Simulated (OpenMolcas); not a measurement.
# S+: effect of the level shift or regulariser

```
Program             : OpenMolcas
Basis               : ANO-R2 [5s4p3d1f]
Scalar Hamiltonian  : X2C, finite nucleus
Active space        : 3 electrons in 3 orbitals (3p)
State averaging     : 2S+1 = 4 odd, 1 root; 2S+1 = 2 odd, 8 roots
Spin-orbit coupling : RASSI with atomic mean-field integrals over the reference wave functions, term energies averaged over their components
```

Methods on the same reference wave functions:
A. CASSCF
B. SS-CASPT2, IPEA 0.25 Eh, imaginary shift 0.1 Eh (closed shells correlated: 2s 2p 3s)
C. SS-CASPT2, IPEA 0.25 Eh, imaginary shift 0.3 Eh (closed shells correlated: 2s 2p 3s)

Energies in eV above 3s² 3p³ ⁴S°_3/2, the measured ground level; measured values from NIST Handbook of Basic Atomic Spectroscopic Data.

```tsv
Level	A	B	C	Measured
3s² 3p³ ⁴S°_3/2	0.0000	0.0000	0.0000	0.0000
3s² 3p³ ²D°_3/2	2.3804	1.958	1.959	1.8415
3s² 3p³ ²D°_5/2	2.3827	1.961	1.961	1.8455
3s² 3p³ ²P°_1/2	3.9511	3.284	3.285	3.0407
3s² 3p³ ²P°_3/2	3.9541	3.288	3.289	3.0465
```

Deviations, from unrounded energies. A percentage is the sum of absolute deviations over the sum of measured energies, with the sign that they share, or ± where signs differ.

```tsv
Against measurement	Levels	A	B	C
mean absolute deviation (cm-1)	4	5800	1400	1500
other terms of the ground configuration (%)	4	+29.6	+7.3	+7.4
```

B, C lie about equally close to measurement and A furthest from it. The largest miss of B in the table is 3s² 3p³ ²P°_1/2, by +2000 cm-1. The ranking rests on the paired levels alone, and a cruder setting can come out closer through cancelling errors.

Between B and C the level of the table that moves most is 3s² 3p³ ²P°_1/2, by 8.4 cm-1 (lowest in B, highest in C). Moves below CASPT2's spread within the term are not significant.

The two smallest mean deviations differ by little beside CASPT2's spread within terms, so their order carries little weight.

From A to B the spin-free energies of the other terms of 3s² 3p³ shown, above ⁴S°, scale by factors of 0.82 to 0.83.

The lowest spin-free term lies below A's lowest term by 0.288 hartree in B, 0.288 hartree in C.

CASPT2 does not keep the components of a term degenerate, so their means are used; among the terms shown or strongly mixed into the levels shown the widest spread is 98 cm-1 (3s² 3p³ ²D°, B). With the s shell closed, the reference lacks s² → p² mixing. Without dynamic correlation excited terms often stand tens of per cent too high (terms of higher spin than the ground term too low), and those without a measured partner can miss by more than the paired ones (holds for A). Computed and measured levels are paired by configuration, term and J; levels that our copy of the source lacks, or whose pairing is in doubt (as where it misses far off the trend of its configuration), stay unpaired and out of the deviations. Only configurations of the active space appear.

° marks odd parity.
